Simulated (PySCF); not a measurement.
B2F4, SMILES FB(B(F)F)F (connectivity only; charge and spin as stated), charge -1, multiplicity 2. Atoms are numbered in the order given.

```xyz
6

F      0.0000     1.1520    -1.6179
B      0.0000     0.0000    -0.8185
F      0.0000    -1.1520    -1.6179
B      0.0000     0.0000     0.8185
F      0.0000     1.1520     1.6179
F      0.0000    -1.1520     1.6179
```
Charge -1, spin multiplicity 2.

Geometry: PBE-D3(BJ)/def2-SVPD. The spin state was assumed, not searched. The values are those of a single conformer.

Calculation: PBE0/pcH-1 in PySCF.

Unrestricted Kohn–Sham, ⟨S²⟩ = 0.752. Hyperfine tensors hold the contact and dipolar terms, without spin-orbit corrections.

Task: Estimate the hyperfine couplings. (Estimate from the structure and the level; the computed values follow.)

Result: 
| nucleus | A(iso) (MHz) | A(iso) (G) | dipolar principal values (MHz) |
|---|---|---|---|
| 19F no. 1 | 64.4 | 23.0 | -107.7, -97.9, 205.6 |
| 11B no. 2 | -10.5 | -3.7 | -23.4, -22.7, 46.1 |
| 19F no. 3 | 64.4 | 23.0 | -107.7, -97.9, 205.6 |
| 11B no. 4 | -10.5 | -3.7 | -23.4, -22.7, 46.1 |
| 19F no. 5 | 64.4 | 23.0 | -107.7, -97.9, 205.6 |
| 19F no. 6 | 64.4 | 23.0 | -107.7, -97.9, 205.6 |

Task: And the g tensor (effective nuclear charges for spin-orbit coupling, GIAO)? (The exact figures need the calculation; the answer reports its results.)

Result: principal values 2.0020, 2.0045, 2.0046; isotropic 2.0037.
